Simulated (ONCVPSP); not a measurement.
# molybdenum (Mo): one change to an ONCV potential, before and after

* Element: molybdenum
* Generator: ONCVPSP 4.0.1
* Type: optimised norm-conserving Vanderbilt (ONCV)
* Functional: BLYP
* Relativity: scalar-relativistic
* Frozen core: [Ar] 3d10
* Valence charge: 14
* Reference configuration: 4s2 4p6 4d5 5s1
* Partial waves: 4s+5s: rc 1.85 bohr, ncon 4, nbas 9, qcut 6.7 1/bohr, 2 projectors; 4p: rc 1.15 bohr, ncon 3, nbas 6, qcut 7.4 1/bohr, 2 projectors, debl 3.6 Ha; 4d: rc 1.85 bohr, ncon 4, nbas 8, qcut 7.3 1/bohr, 2 projectors, debl 2.7 Ha; f scattering state at 0.2 Ha: rc 1.45 bohr, ncon 4, nbas 7, qcut 7.1 1/bohr, 3 projectors, debl 2.1 Ha
* Local potential: polynomial inside 1.10 bohr (lpopt 5, dvloc0 0 Ha)
* Core correction: none

Change: p: qcut 6.5.

Cutoffs: the cutoffs (Ha) at which the residual kinetic energy of the hardest occupied pseudo-wave falls to 1 and 0.1 mHa per electron; they do not see the model core or the augmentation charge, which bear on the density cutoff. Errors are all-electron minus pseudo energies relative to the spin-unpolarised reference configuration.

Task: What does the change do?

Result: The potential gets harder (29 Ha and 82 Ha → 65 Ha and 108 Ha); both files keep a bound ghost (f); the errors of the 4 common tests hardly move.

| quantity | base | changed |
| --- | --- | --- |
| cutoff, loose | 29 Ha | 65 Ha |
| cutoff, tight | 82 Ha | 108 Ha |
| loose cutoff by channel | s 15 Ha, p 29 Ha, d 19 Ha | s 15 Ha, p 65 Ha, d 19 Ha |
| bound ghosts | f | f |
| GHOST(+) flags under 300 eV | s at 116.6 eV | s at 116.6 eV |
| error for 4s2 4p6 4d5 5s0, meV [ΔE 6.93 eV] | -1.3 | -1.3 |
| error for 4s2 4p6 4d4 5s0, meV [ΔE 22.34 eV] | -1.1 | -1.1 |
| error for 4s2 4p6 4d3 5s0, meV [ΔE 48.99 eV] | +3.8 | +3.9 |
| error for 4s2 4p6 4d4 5s1, meV [ΔE 7.94 eV] | +1.2 | +1.2 |
| s: phases at 1.88 bohr within 0.05 rad from the reference energy up to (Ha; the scan ends near 5) | 3.8 | 3.8 |
| p: phases at 1.17 bohr within 0.05 rad from the reference energy up to (Ha; the scan ends near 5) | to the end of the scan | to the end of the scan |
| d: phases at 1.88 bohr within 0.05 rad from the reference energy up to (Ha; the scan ends near 5) | to the end of the scan | to the end of the scan |
| f: phases at 1.47 bohr within 0.05 rad from the reference energy up to (Ha; the scan ends near 5) | to the end of the scan | to the end of the scan |

Base: The cutoffs count occupied waves only; projector 3 of the f channel, the hardest unoccupied one, needs 91 Ha at the loose tolerance. A true bound ghost makes a file unfit for plane-wave use even where its test errors are small: the radial tests pick states by their node count and pass the ghost by.
